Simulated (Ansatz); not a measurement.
`[SiH3][SiH]([SiH3])[SiH3]` → trisilane + `[SiH2]` at 400 K and 1 bar (silylene loss).

Gas-phase electronic energies from Ansatz, PBE0-D4/def2-TZVP geometries. CBS: MP2 limit from def2 TZ/QZ plus the TZ coupled-cluster correction, frozen cores. This one scheme is used for every species.

| species | CCSD(T)/CBS energy (Eh) | H − E (kJ/mol) | S (J/(mol·K)) |
| --- | --- | --- | --- |
| `[SiH3][SiH]([SiH3])[SiH3]` | -1162.31205 | 266.0 | 459.3 |
| `[SiH3][SiH2][SiH3]` | -872.02658 | 209.1 | 385.6 |
| `[SiH2]` | -290.19011 | 44.2 | 218.1 |

H − E and S are ideal-gas, rigid-rotor, harmonic terms from PBE0-D4/def2-TZVP. 1 Eh = 2625.50 kJ/mol, R = 8.31446 J/(mol·K).

Question: By hand: ΔE, ΔH, ΔS and ΔG.

Answer: ΔE = (-872.02658) + (-290.19011) − (-1162.31205) = 0.09536 Eh = 250.4 kJ/mol. Δ(H − E) = 209.1 + 44.2 − 266.0 = -12.7, so ΔH = 237.7 kJ/mol. ΔS = 385.6 + 218.1 − 459.3 = 144.4 J/(mol·K). ΔG = 237.7 − 400 × (144.4)/1000 = 179.9 kJ/mol.

Question: By hand: the equilibrium constant, and the temperature at which ΔG would vanish if ΔH and ΔS stayed fixed.

Answer: log₁₀ K = −ΔG/(RT ln 10) = -23.5. ΔG = 0 at ΔH/ΔS = 1646 K.

The number of gas molecules changes by +1, which sets the sign of ΔS. A doubt of 5 kJ/mol in ΔE shifts log₁₀ K by 0.7 here. These are equilibria of isolated gas molecules and say nothing of rates. Largest T1 diagnostic: 0.014 (customary marks: 0.02 for closed shells, 0.045 for open ones).
